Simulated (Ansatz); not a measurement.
Start from `[OH][GeH]([Cl])[GeH3]` and change one element to get `[OH][GeH]([F])[GeH3]`.

Ansatz, PBE0-D4/def2-TZVP geometries, multiplicity 1. Each molecule was computed in one conformer, which needn't be the lowest.

Scalar relativity is left out up to krypton.

| property | `[OH][GeH]([Cl])[GeH3]` |
| --- | --- |
| HOMO–LUMO gap (ωB97M-V/def2-TZVPP) / eV | 11.55 |
| HOMO–LUMO gap (PBE0/def2-TZVPP) / eV | 7.67 |
| HOMO–LUMO gap (B3LYP/def2-TZVPP) / eV | 7.16 |
| HOMO energy (PBE/def2-TZVPP) / eV | -6.80 |
| LUMO energy (PBE/def2-TZVPP) / eV | -1.28 |
| HOMO energy (ωB97M-V/def2-TZVPP) / eV | -10.09 |

Question: Give the same properties after the change, and the shifts. (Best estimate.)

Answer: Computed: 
| property | `[OH][GeH]([F])[GeH3]` | shift |
| --- | --- | --- |
| HOMO–LUMO gap (ωB97M-V/def2-TZVPP) / eV | 12.19 | 0.64 |
| HOMO–LUMO gap (PBE0/def2-TZVPP) / eV | 8.38 | 0.71 |
| HOMO–LUMO gap (B3LYP/def2-TZVPP) / eV | 7.93 | 0.77 |
| HOMO energy (PBE/def2-TZVPP) / eV | -7.20 | -0.40 |
| LUMO energy (PBE/def2-TZVPP) / eV | -0.91 | 0.37 |
| HOMO energy (ωB97M-V/def2-TZVPP) / eV | -10.55 | -0.46 |

With PBE0 the HOMO falls by 0.43 eV and the LUMO rises by 0.28 eV, so the gap widens by about 0.71 eV. PBE moves the HOMO by -0.40 eV and ωB97M-V by -0.46 eV.

Positive LUMOs are unbound, so they and the gaps depend on the basis.

B3LYP here is the variant with VWN-RPA as its local correlation; programs differ in this.
